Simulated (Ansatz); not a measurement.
Al(H)(Me)(NCO) (C2H4AlNO), SMILES C(=O)=[N][AlH][CH3].

The structure is a stationary point at B3LYP-D3(BJ)/def2-SVP. The geometry has at least one imaginary mode, so it is a saddle point at that level. The structure was generated by enumeration; whether it is a known compound was not checked. The values are those of a single conformer.

Two levels are set side by side: PBE/def2-SVPD (Ansatz, an electronic-structure program) and PBE0/def2-SVPD (Ansatz). Energy differences of separate SCF runs at the same geometry; the states with an electron removed or added have multiplicity 2 and 2. Differences are taken from unrounded values.

| quantity | PBE |
|---|---|
| vertical ionisation energy (eV) | 9.65 |
| vertical singlet–triplet gap (eV) | 4.52 |

**Question.** These are the PBE values. What does PBE0 give? (Estimate from the structure and the level; the computed values follow.)

**Answer.** 
| quantity | PBE0 | PBE minus PBE0 |
|---|---|---|
| vertical ionisation energy (eV) | 10.08 | -0.42 |
| vertical singlet–triplet gap (eV) | 5.00 | -0.49 |
